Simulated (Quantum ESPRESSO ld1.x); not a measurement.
Results of a calculation; reference values are marked as such.
Task: Radial electron density D(r) = 4 pi r^2 rho(r) of an atom or ion with 49 electrons. Level of theory: Dirac Kohn-Sham, LDA (Slater exchange, Perdew-Wang correlation), spin-unpolarised, spherical densities, point nucleus (ld1.x of Quantum ESPRESSO 7.5).

r (bohr),D(r) (e/bohr)
0.001516,3.485
0.001751,4.445
0.002006,5.574
0.002316,7.055
0.002675,8.886
0.003089,11.13
0.003568,13.85
0.00412,17.10
0.004758,20.93
0.005496,25.37
0.006347,30.40
0.007271,35.62
0.008397,41.52
0.009698,47.58
0.0112,53.46
0.01293,58.75
0.01494,63.01
0.01725,65.79
0.01992,66.78
0.02301,65.97
0.02636,63.85
0.03045,60.93
0.03516,58.49
0.04061,57.85
0.0469,60.05
0.05416,65.30
0.06255,72.63
0.07224,79.82
0.08342,84.12
0.09558,83.57
0.1104,77.88
0.1275,69.20
0.1472,61.66
0.17,59.04
0.1964,62.15
0.2268,67.68
0.2619,69.90
0.3025,64.48
0.3465,52.59
0.4002,37.58
0.4622,26.22
0.5338,21.82
0.6164,22.83
0.7119,24.84
0.8222,24.28
0.9495,20.50
1.097,15.13
1.256,10.38
1.451,6.695
1.676,4.397
1.935,3.007
2.235,2.061
2.581,1.326
2.981,0.7558
3.442,0.3668
3.976,0.1470
4.555,0.05073
5.26,0.01299
6.075,0.002537
7.016,0.0003649

What is the nuclear charge?

Result: Z = 51. The innermost maximum, from 1s, lies near gamma/Z bohr with gamma = sqrt(1 - (Z/c)^2) = 0.928, here 0.0182 bohr (found: 0.0201), and its height grows with Z. The density is that of the antimony ion Sb2+ in [Kr] 4d10 5s2 5p1; the configuration itself is not fixed sharply by these data, and Z only to a few units. D(r) has 4 maxima, at r = 0.0201, 0.0882, 0.256, 0.747 bohr, and minima at 0.0393, 0.169, 0.551 bohr, inside which lie 2.04, 11.22, 29.04 electrons.
